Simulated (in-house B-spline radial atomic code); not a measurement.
A fraction x of an electron is removed from 4p in Sb2+, starting from [Kr] 4d10 5s2 5p1 and keeping the highest spin. All numbers are computed (non-relativistic M06-2X, spin-polarised, spherical fractional occupations; point nucleus) with a radial B-spline atomic code at the basis-set limit, not measured.

Caution: exact exchange at fractional occupations of open shells leaves self-interaction of up to several eV.

```csv
x,E(x) - E(0) (eV),4p down level (eV)
0,0.0000,-128.299
0.09,11.6025,-129.535
0.13,16.7950,-130.088
0.32,?,?
0.47,61.8330,-134.865
0.5,?,?
0.62,82.2238,-137.017
0.71,94.6140,-138.321
0.78,104.3322,-139.343
0.99,133.9187,-142.442
1,135.3438,-142.591
```

(1) What belongs in the row x = 0.32?

(2) What belongs in the row x = 0.5?

(3) Check Janak's theorem between x = 0.09 and 0.13.

Results:

(1) An energy change of 41.7629 eV; 4p down at -132.740 eV.

(2) An energy change of 65.8854 eV; 4p down at -135.293 eV.

(3) The slope of the energy is 129.81 eV; the orbital levels give 129.81 eV (-ε of the emptying orbital, averaged over the two points).
